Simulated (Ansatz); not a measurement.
Geometry optimisation, RKS PBE0/def2-SVP (Ansatz).

Input file:

```yaml
crystal:
  periodic: [false, false, false]
  atoms:
    - { symbol: O, position_ang: [1.11509, -1.78769, 1.43035] }
    - { symbol: C, position_ang: [0.64207, -0.99956, 0.82379] }
    - { symbol: Si, position_ang: [-0.37843, 0.0131, -0.5841] }
    - { symbol: O, position_ang: [-0.90327, -0.98744, -1.55436] }
    - { symbol: O, position_ang: [-0.12924, 1.42, 0.02825] }
    - { symbol: H, position_ang: [0.32225, 1.82247, 0.77673] }
total_charge: 1
basis:
  gaussian: { orbitals: def2-SVP }
hamiltonian:
  xc: pbe0
relax:
  f_tol: 0.015
  max_steps: 40
```

Run as:

```bash
$ ansatz run input.yaml --threads 1 --pin off --max-ram 2048MiB --backend cpu --events-out ev --progress --plain --runs-dir out
```

Question: Where does it end, and by what steps?

Answer: It converged. After 17 steps the energy has fallen by 0.415 eV; H6 moved furthest, 0.86 Å.

| step | energy less start (eV) | largest force component (eV/Å) | accepted |
| --- | --- | --- | --- |
| 0 | 0.0000 | 1.402 | yes |
| 1 | -0.1446 | 0.932 | yes |
| 2 | -0.1820 | 0.491 | yes |
| 3 | -0.1994 | 0.285 | yes |
| 4 | -0.2076 | 0.126 | yes |
| 5 | -0.2086 | 0.140 | yes |
| 6 | -0.2110 | 0.182 | yes |
| 7 | -0.2143 | 0.261 | yes |
| 8 | -0.2136 | 0.897 | no |
| 9 | -0.2185 | 0.288 | yes |
| 10 | -0.2230 | 0.488 | yes |
| 11 | -0.2664 | 0.989 | yes |
| 12 | -0.3657 | 1.093 | yes |
| 13 | -0.4040 | 0.663 | yes |
| 14 | -0.4119 | 0.475 | yes |
| 15 | -0.4143 | 0.052 | yes |
| 16 | -0.4145 | 0.023 | yes |
| 17 | -0.4146 | 0.012 | yes |

```xyz
6
Properties=species:S:1:pos:R:3
O 1.106 -2.130 1.358
C 0.661 -1.268 0.813
Si -0.241 0.027 -0.369
O -0.873 -0.788 -1.471
O 0.123 1.360 0.401
H -0.108 2.280 0.189
```

Whether the end is a true minimum wasn't checked by a vibrational analysis.

Run time: 97 s on 1 thread of Intel(R) Xeon(R) Processor @ 2.50GHz (Skylake/Cascade Lake), on a shared host, peak memory 0.16 GiB.
